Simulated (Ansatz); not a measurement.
Molecule: sum formula H2BO2Cl, charge 0, multiplicity 1. SMILES: ClB(O)O
Geometry from a B3LYP-D3(BJ)/def2-TZVP (Ansatz, an electronic-structure program) optimisation:
```xyz
6

B      0.0685    -0.4158    -0.0765
Cl    -0.2146     1.3021     0.2396
O      1.3650    -0.8133    -0.1844
O     -1.0319    -1.2077    -0.1874
H      1.5072    -1.7491    -0.3562
H     -0.8663    -2.1397    -0.3592
```
Charge 0, spin multiplicity 1.

Atomisation energy built up term by term with Ansatz (kcal/mol; UHF references for open shells; valence terms freeze the core; atomic spin-orbit terms are left out). CBS marks a two-point X^-3 extrapolation of the correlation energy; Hartree-Fock from the larger set.

```json
[
 {"term": "Hartree-Fock", "basis": "cc-pV(Q+d)Z", "kcal/mol": "429.17"},
 {"term": "CCSD correlation", "basis": "CBS(cc-pV(T+d)Z,cc-pV(Q+d)Z)", "kcal/mol": "153.18"},
 {"term": "(T)", "basis": "CBS(cc-pV(T+d)Z,cc-pV(Q+d)Z)", "kcal/mol": "12.19"},
 {"term": "core correlation", "basis": "cc-pwCVTZ", "kcal/mol": "2.36"},
 {"term": "scalar relativity (X2C)", "basis": "cc-pVTZ-DK against cc-pVTZ", "kcal/mol": "-0.89"},
 {"term": "sum: De", "basis": "", "kcal/mol": "596.0"}
]
```

(T) makes 2.1 % of the CCSD(T) atomisation energy; under 5 % is typical of single-reference molecules.
